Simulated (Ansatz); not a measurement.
Reaction (formal hydrolysis of a W–C bond): `[CH3][W](=[O])(=[O])[OH]` + H₂O → `[O]=[W](=[O])([OH])[OH]` + CH₄

Gas-phase electronic energies from Ansatz, PBE0-D4/def2-TZVP geometries. CCSD(T)/CBS is the MP2 limit (def2-TZVPP, def2-QZVPP) plus CCSD(T) − MP2 in def2-TZVPP, frozen cores. This one scheme is used for every species. Functionals use def2-TZVPP. def2 core potentials past Kr. For W outer-core shells are correlated without core-valence functions, which leaves a few kJ/mol of doubt a bond. Each species was taken in one conformer, which may not be the lowest.

(1) Is it downhill or uphill in electronic energy at CCSD(T)/CBS, and by how much? (Estimate.)

(2) What do these levels give: BLYP-D4, B97M-V, PBE, PBE0, r2SCANh, BHLYP, LC-ωPBE, RPA@PBE/def2-TZVPP, CCSD(T)/def2-SVP, HF/def2-QZVPP, SCS-MP2/def2-QZVPP, HF/CBS(def2)? (Estimate.)

(3) What do rigid-rotor, harmonic-oscillator terms from PBE0-D4/def2-TZVP frequencies (298.15 K, 1 bar) make of the CCSD(T)/CBS value? (Estimate.)

Largest T1 diagnostic among the species: 0.023, so the coupled-cluster value is less sure than usual.

Answers

(1) Ansatz gave: Downhill: ΔE = -101.3 kJ/mol.

(2) Computed: BLYP-D4 -117.8, B97M-V -122.1, PBE -112.7, PBE0 -109.8, r2SCANh -116.9, BHLYP -117.6, LC-ωPBE -115.3, RPA@PBE/def2-TZVPP -104.2, CCSD(T)/def2-SVP -114.9, HF/def2-QZVPP -118.6, SCS-MP2/def2-QZVPP -106.6, HF/CBS(def2) -118.4 kJ/mol.

(3) The calculation gave: ΔZPE = +2.3 kJ/mol, ΔH = -100.3 kJ/mol, ΔS = -19 J/(mol·K), ΔG = -94.7 kJ/mol.

At CCSD(T), def2-SVP lies −13.6 kJ/mol from the extrapolated value and def2-TZVPP −2.9 kJ/mol. The D4 term adds +3.2 kJ/mol with B3LYP and +1.8 kJ/mol with PBE0; it sums over pairs of atoms, weighted by their polarisabilities, and B3LYP, whose exchange is more repulsive, gets the larger term.

B3LYP here is the variant with VWN-RPA as its local correlation; programs differ in this.
